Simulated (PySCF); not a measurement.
Geometry (Å), atoms numbered from 1 in this order:
```xyz
15

Si    3.2707   -0.5754   -0.1196
O     1.7797    0.0711   -0.2832
Si    0.4156    0.7672    0.1717
S    -0.9428    1.0303   -1.4575
C    -2.2382   -0.0826   -0.7982
C    -2.3159   -0.0147    0.7096
S    -0.7236   -0.4924    1.4656
H     3.3131   -1.2467    1.1754
H     3.3732   -1.4847   -1.2540
H     4.1807    0.5640   -0.1839
H     0.6950    2.0463    0.7963
H    -3.1776    0.2412   -1.2452
H    -2.0103   -1.0951   -1.1322
H    -2.5613    0.9927    1.0466
H    -3.0627   -0.7131    1.0867
```

Geometry: GFN2-xTB; GIAO shifts from PySCF 2.14.0 with density-fitted response routines, gas phase, non-relativistic, averaged over equivalent atoms.

At KT3/pcseg-1 (154 basis functions, 42 s wall time on 1 thread of an Arm Neoverse N1, shared host):
```tsv
atoms	δ (ppm)
Si3	3.8
Si1	-67.0
O2	52.3
C5/C6	44.5
H11	6.20
H8/H9/H10	5.26
H13/H15	3.19
H12/H14	3.01
```

Chemical shifts δ = σref − σ; ²⁹Si (σ = 319.03 ppm) and ¹³C (σ = 193.15 ppm) and ¹H (σ = 31.93 ppm) against TMS; ¹⁷O (σ = 333.04 ppm) vs H2O, all at this level.

Question: Estimate the result of repeating the calculation with PBE0/pcSseg-1.

Answer: 
| atoms | δ at PBE0/pcSseg-1 | change |
| --- | --- | --- |
| Si3 | 11.1 | +7.3 |
| Si1 | -39.4 | +27.6 |
| O2 | 46.1 | -6.2 |
| C5/C6 | 40.9 | -3.6 |
| H11 | 6.14 | -0.06 |
| H8/H9/H10 | 5.18 | -0.08 |
| H13/H15 | 3.01 | -0.18 |
| H12/H14 | 2.82 | -0.19 |

Chemical shifts δ = σref − σ; ²⁹Si (349.16 ppm) and ¹³C (186.93 ppm) and ¹H (31.72 ppm) vs TMS; ¹⁷O (336.08 ppm) against H2O, all at this level.

The largest change is at Si1 (silicon bonded to O, 3 H). Cost: 187 basis functions, 45 s wall time on 1 thread of an Arm Neoverse N1, shared host.

Experimental scales use liquid or dissolved standards, which lie at an offset from isolated H2O (liquid H2O: subtract about 36 ppm).
